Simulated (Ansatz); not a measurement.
Ansatz (a quantum-chemistry and plane-wave program) input (B3LYP-D3(BJ)/def2-TZVP):

Ansatz 0.2 input:
```yaml
crystal:
  periodic: [false, false, false]
  atoms:
    - {symbol: Mo, position_ang: [0.04057391, 0.00758970, 0.01736898]}
    - {symbol: H, position_ang: [-0.63584112, -1.52723350, -0.27210965]}
    - {symbol: H, position_ang: [-1.06826297, 1.20846624, -0.45738752]}
basis:
  gaussian:
    orbitals: def2-TZVP
hamiltonian:
  xc: b3lyp
  dispersion: d3bj
magnetization: {spin_polarized: true, initial_magnetization: 2}
phonons: {temperatures: {t_min: 298.15, t_max: 298.15, t_step: 100}}
```

Output:

```
Functional definition: B3LYP
integrals: 0.01 GiB planned
459 factors; their error is unknown
mean field: 0.14 GiB planned
mean field evaluation 1: about -1882.0411 eV, gradient 2.0e1 eV
mean field evaluation 2: about -1876.2669 eV, gradient 3.8e1 eV
mean field evaluation 4: about -1884.5141 eV, gradient 4.5e0 eV
mean field evaluation 8: about -1884.6787 eV, gradient 6.2e-1 eV
mean field evaluation 16: about -1885.4527 eV, gradient 6.4e-4 eV
mean field evaluation 32: about -1885.5072 eV, gradient 2.1e-2 eV
mean field evaluation 64: about -1885.2389 eV, gradient 5.7e0 eV
mean field evaluation 96: about -1885.4962 eV, gradient 2.8e-7 eV
mean field -1885.50745768 eV, -69.2911210268 hartree, gradient 7.9e-8 eV, S^2 2.998832; 12 other end points of the search recorded, 0 dependent functions left out
the calculation of the forces begins
reference -1885.50767324 eV, -69.2911289487 hartree; 9, 7 occupied and 43, 45 virtual orbitals, 459 factors
these checks for a lower state are left out or cut short: stability, starts, cluster_reference, orbital_swaps, neighbouring_geometries, increment
integrals: 0.01 GiB planned
459 factors; their error is unknown
mean field: 0.14 GiB planned
mean field evaluation 128: about -1885.5074 eV, gradient 1.7e-1 eV
mean field -1885.50742823 eV, -69.2911199447 hartree, gradient 5.9e-6 eV, S^2 2.998979; 0 other end points of the search recorded, 0 dependent functions left out
the calculation of the forces begins
reference -1885.50764384 eV, -69.2911278682 hartree; 9, 7 occupied and 43, 45 virtual orbitals, 459 factors
these checks for a lower state are left out or cut short: stability, starts, cluster_reference, orbital_swaps, neighbouring_geometries, increment
integrals: 0.01 GiB planned
459 factors; their error is unknown
mean field: 0.14 GiB planned
mean field -1885.50742982 eV, -69.2911200031 hartree, gradient 5.0e-6 eV, S^2 2.998685; 0 other end points of the search recorded, 0 dependent functions left out
the calculation of the forces begins
reference -1885.50764534 eV, -69.2911279231 hartree; 9, 7 occupied and 43, 45 virtual orbitals, 459 factors
these checks for a lower state are left out or cut short: stability, starts, cluster_reference, orbital_swaps, neighbouring_geometries, increment
integrals: 0.01 GiB planned
459 factors; their error is unknown
mean field: 0.14 GiB planned
mean field evaluation 160: about -1885.5074 eV, gradient 7.2e-6 eV
mean field -1885.50740639 eV, -69.2911191419 hartree, gradient 7.2e-6 eV, S^2 2.998859; 0 other end points of the search recorded, 0 dependent functions left out
the calculation of the forces begins
reference -1885.50762196 eV, -69.2911270640 hartree; 9, 7 occupied and 43, 45 virtual orbitals, 459 factors
these checks for a lower state are left out or cut short: stability, starts, cluster_reference, orbital_swaps, neighbouring_geometries, increment
integrals: 0.01 GiB planned
459 factors; their error is unknown
mean field: 0.14 GiB planned
mean field -1885.50740657 eV, -69.2911191486 hartree, gradient 9.9e-6 eV, S^2 2.998804; 0 other end points of the search recorded, 0 dependent functions left out
the calculation of the forces begins
reference -1885.50762212 eV, -69.2911270701 hartree; 9, 7 occupied and 43, 45 virtual orbitals, 459 factors
these checks for a lower state are left out or cut short: stability, starts, cluster_reference, orbital_swaps, neighbouring_geometries, increment
integrals: 0.01 GiB planned
459 factors; their error is unknown
mean field: 0.14 GiB planned
mean field -1885.50745205 eV, -69.2911208201 hartree, gradient 6.1e-6 eV, S^2 2.998895; 0 other end points of the search recorded, 0 dependent functions left out
the calculation of the forces begins
reference -1885.50766764 eV, -69.2911287427 hartree; 9, 7 occupied and 43, 45 virtual orbitals, 459 factors
these checks for a lower state are left out or cut short: stability, starts, cluster_reference, orbital_swaps, neighbouring_geometries, increment
integrals: 0.01 GiB planned
459 factors; their error is unknown
mean field: 0.14 GiB planned
mean field evaluation 192: about -1885.5075 eV, gradient 2.5e-6 eV
mean field -1885.50745280 eV, -69.2911208476 hartree, gradient 5.1e-6 eV, S^2 2.998769; 0 other end points of the search recorded, 0 dependent functions left out
the calculation of the forces begins
reference -1885.50766834 eV, -69.2911287686 hartree; 9, 7 occupied and 43, 45 virtual orbitals, 459 factors
these checks for a lower state are left out or cut short: stability, starts, cluster_reference, orbital_swaps, neighbouring_geometries, increment
integrals: 0.01 GiB planned
459 factors; their error is unknown
mean field: 0.14 GiB planned
mean field -1885.50745094 eV, -69.2911207792 hartree, gradient 3.7e-6 eV, S^2 2.998767; 0 other end points of the search recorded, 0 dependent functions left out
the calculation of the forces begins
reference -1885.50766648 eV, -69.2911287003 hartree; 9, 7 occupied and 43, 45 virtual orbitals, 459 factors
these checks for a lower state are left out or cut short: stability, starts, cluster_reference, orbital_swaps, neighbouring_geometries, increment
integrals: 0.01 GiB planned
459 factors; their error is unknown
mean field: 0.14 GiB planned
mean field -1885.50744872 eV, -69.2911206976 hartree, gradient 7.3e-6 eV, S^2 2.998897; 0 other end points of the search recorded, 0 dependent functions left out
the calculation of the forces begins
reference -1885.50766430 eV, -69.2911286201 hartree; 9, 7 occupied and 43, 45 virtual orbitals, 459 factors
these checks for a lower state are left out or cut short: stability, starts, cluster_reference, orbital_swaps, neighbouring_geometries, increment
integrals: 0.01 GiB planned
459 factors; their error is unknown
mean field: 0.14 GiB planned
mean field evaluation 224: about -1885.5074 eV, gradient 6.1e-4 eV
mean field -1885.50742115 eV, -69.2911196845 hartree, gradient 8.7e-6 eV, S^2 2.998762; 0 other end points of the search recorded, 0 dependent functions left out
the calculation of the forces begins
reference -1885.50763668 eV, -69.2911276052 hartree; 9, 7 occupied and 43, 45 virtual orbitals, 459 factors
these checks for a lower state are left out or cut short: stability, starts, cluster_reference, orbital_swaps, neighbouring_geometries, increment
integrals: 0.01 GiB planned
459 factors; their error is unknown
mean field: 0.14 GiB planned
mean field -1885.50742999 eV, -69.2911200093 hartree, gradient 9.1e-6 eV, S^2 2.998902; 0 other end points of the search recorded, 0 dependent functions left out
the calculation of the forces begins
reference -1885.50764559 eV, -69.2911279323 hartree; 9, 7 occupied and 43, 45 virtual orbitals, 459 factors
these checks for a lower state are left out or cut short: stability, starts, cluster_reference, orbital_swaps, neighbouring_geometries, increment
integrals: 0.01 GiB planned
459 factors; their error is unknown
mean field: 0.14 GiB planned
mean field -1885.50745672 eV, -69.2911209918 hartree, gradient 3.5e-6 eV, S^2 2.998804; 0 other end points of the search recorded, 0 dependent functions left out
the calculation of the forces begins
reference -1885.50767228 eV, -69.2911289133 hartree; 9, 7 occupied and 43, 45 virtual orbitals, 459 factors
these checks for a lower state are left out or cut short: stability, starts, cluster_reference, orbital_swaps, neighbouring_geometries, increment
integrals: 0.01 GiB planned
459 factors; their error is unknown
mean field: 0.14 GiB planned
mean field evaluation 256: about -1885.5074 eV, gradient 3.4e-2 eV
mean field -1885.50745576 eV, -69.2911209564 hartree, gradient 3.2e-6 eV, S^2 2.998860; 0 other end points of the search recorded, 0 dependent functions left out
the calculation of the forces begins
reference -1885.50767133 eV, -69.2911288785 hartree; 9, 7 occupied and 43, 45 virtual orbitals, 459 factors
these checks for a lower state are left out or cut short: stability, starts, cluster_reference, orbital_swaps, neighbouring_geometries, increment
integrals: 0.01 GiB planned
459 factors; their error is unknown
mean field: 0.14 GiB planned
mean field -1885.50743954 eV, -69.2911203603 hartree, gradient 3.2e-6 eV, S^2 2.998749; 0 other end points of the search recorded, 0 dependent functions left out
the calculation of the forces begins
reference -1885.50765508 eV, -69.2911282810 hartree; 9, 7 occupied and 43, 45 virtual orbitals, 459 factors
these checks for a lower state are left out or cut short: stability, starts, cluster_reference, orbital_swaps, neighbouring_geometries, increment
integrals: 0.01 GiB planned
459 factors; their error is unknown
mean field: 0.14 GiB planned
mean field -1885.50744016 eV, -69.2911203829 hartree, gradient 7.3e-6 eV, S^2 2.998914; 0 other end points of the search recorded, 0 dependent functions left out
the calculation of the forces begins
reference -1885.50765575 eV, -69.2911283057 hartree; 9, 7 occupied and 43, 45 virtual orbitals, 459 factors
these checks for a lower state are left out or cut short: stability, starts, cluster_reference, orbital_swaps, neighbouring_geometries, increment
integrals: 0.01 GiB planned
459 factors; their error is unknown
mean field: 0.14 GiB planned
mean field evaluation 288: about -1885.5074 eV, gradient 3.5e-4 eV
mean field -1885.50744190 eV, -69.2911204468 hartree, gradient 3.1e-6 eV, S^2 2.998875; 0 other end points of the search recorded, 0 dependent functions left out
the calculation of the forces begins
reference -1885.50765748 eV, -69.2911283695 hartree; 9, 7 occupied and 43, 45 virtual orbitals, 459 factors
these checks for a lower state are left out or cut short: stability, starts, cluster_reference, orbital_swaps, neighbouring_geometries, increment
integrals: 0.01 GiB planned
459 factors; their error is unknown
mean field: 0.14 GiB planned
mean field -1885.50743287 eV, -69.2911201153 hartree, gradient 8.8e-6 eV, S^2 2.998789; 0 other end points of the search recorded, 0 dependent functions left out
the calculation of the forces begins
reference -1885.50764841 eV, -69.2911280363 hartree; 9, 7 occupied and 43, 45 virtual orbitals, 459 factors
these checks for a lower state are left out or cut short: stability, starts, cluster_reference, orbital_swaps, neighbouring_geometries, increment
integrals: 0.01 GiB planned
459 factors; their error is unknown
mean field: 0.14 GiB planned
mean field evaluation 320: about -1885.5075 eV, gradient 1.3e-6 eV
mean field -1885.50745430 eV, -69.2911209027 hartree, gradient 3.4e-6 eV, S^2 2.998797; 0 other end points of the search recorded, 0 dependent functions left out
the calculation of the forces begins
reference -1885.50766985 eV, -69.2911288240 hartree; 9, 7 occupied and 43, 45 virtual orbitals, 459 factors
these checks for a lower state are left out or cut short: stability, starts, cluster_reference, orbital_swaps, neighbouring_geometries, increment
integrals: 0.01 GiB planned
459 factors; their error is unknown
mean field: 0.14 GiB planned
mean field -1885.50745452 eV, -69.2911209109 hartree, gradient 7.7e-6 eV, S^2 2.998867; 0 other end points of the search recorded, 0 dependent functions left out
the calculation of the forces begins
reference -1885.50767010 eV, -69.2911288331 hartree; 9, 7 occupied and 43, 45 virtual orbitals, 459 factors
Total energy: -1885.56153826 eV, -69.2931084516 hartree
Atom 0 at     0.040574     0.007590     0.017369 Å, force     0.000010     0.000002     0.000004 eV/Å
Atom 1 at    -0.635841    -1.527233    -0.272110 Å, force    -0.000006     0.000005    -0.000002 eV/Å
Atom 2 at    -1.068263     1.208466    -0.457388 Å, force    -0.000004    -0.000007    -0.000002 eV/Å
Dipole moment:     0.503145     0.093142     0.200980 e Å
Vibrations: 603.04 1845.33 1859.45 cm⁻¹, zero-point energy 0.267051 eV
```

The spin state was set by rule; other spins were not relaxed.

The determinant is spin-contaminated: <S^2> is 3.00 against 2.00 for a pure state.
